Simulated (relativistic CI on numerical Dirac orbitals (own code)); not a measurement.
## Spin-allowed bands of a d7 ion in an octahedral site, by hand

Problem. Take Δ = 12400 cm⁻¹ and B = 940 cm⁻¹ for a high-spin d7 ion in an octahedral site. Calculate the three spin-allowed bands.

Working.
1. The terms of highest spin are 4F (energy 0) and 4P (15B = 14100 cm⁻¹). Here the F term splits into A2 at +1.2Δ = 14880, T2 at +0.2Δ = 2480 and T1 at −0.6Δ = -7440 cm⁻¹.
2. The two T1 states mix through the element 0.4Δ: H = [[-7440, 4960], [4960, 14100]], with roots ½(H₁₁ + H₂₂) ∓ ½√[(H₂₂ − H₁₁)² + 4H₁₂²] = ½(6660) ∓ ½(23715) = -8527 and 15187 cm⁻¹.
3. The ground term is 4T1 at -8527 cm⁻¹.
4. Bands: 4T2 11007 cm⁻¹ (908 nm), 4A2 23407 cm⁻¹ (427 nm), 4T1(P) 23715 cm⁻¹ (422 nm).

Check. Exact diagonalisation of the whole d7 shell with these parameters gives 4T2 11007, 4A2 23407, 4T1 23715 cm⁻¹. The match is exact, since without spin-orbit coupling no other term has this spin. The ratio of the second band to the first, 2.127, depends on Δ/B = 13.2 alone, which is how a Tanabe-Sugano diagram is read.
